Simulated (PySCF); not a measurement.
C₄H₅BO, SMILES C#CB1COC1.

Coordinates come from a PBE0-D3(BJ)/def2-SVP optimisation. This is a generated structure with no PubChem entry under its InChIKey; it may be hypothetical.

All values below come from TDA-B3LYP/def2-SVPD in PySCF.

Vertical excitations. Gas-phase values at a fixed geometry. State labels are in the subgroup C2v.

Computed excitation energies, oscillator strengths and character:
```csv
state,symmetry,energy (eV),λ (nm),f,main pairs
S1,A1,3.98,312,0.035,HOMO→LUMO 99 %
S2,A2,3.99,311,0.000,HOMO−1→LUMO 99 %
S3,B1,5.00,248,0.004,HOMO−2→LUMO 99 %
S4,A2,5.52,224,0.000,HOMO−4→LUMO 98 %
S5,A1,5.64,220,0.028,"HOMO−3→LUMO 69 %, HOMO−1→LUMO+1 26 %"
S6,A2,6.19,200,0.000,HOMO→LUMO+1 97 %
S7,B1,6.45,192,0.015,HOMO→LUMO+2 95 %
S8,A2,7.00,177,0.000,HOMO−3→LUMO+1 95 %
S9,B2,7.04,176,0.059,HOMO−1→LUMO+2 99 %
S10,B1,7.07,175,0.001,"HOMO→LUMO+3 66 %, HOMO→LUMO+4 28 %"
T1,A2,3.65,340,0,HOMO−1→LUMO 98 %
T2,A1,3.66,339,0,HOMO→LUMO 95 %
T3,A1,4.23,293,0,HOMO−3→LUMO 90 %
T4,B1,4.67,266,0,HOMO−2→LUMO 98 %
```
Triplets are in the Tamm–Dancoff approximation.
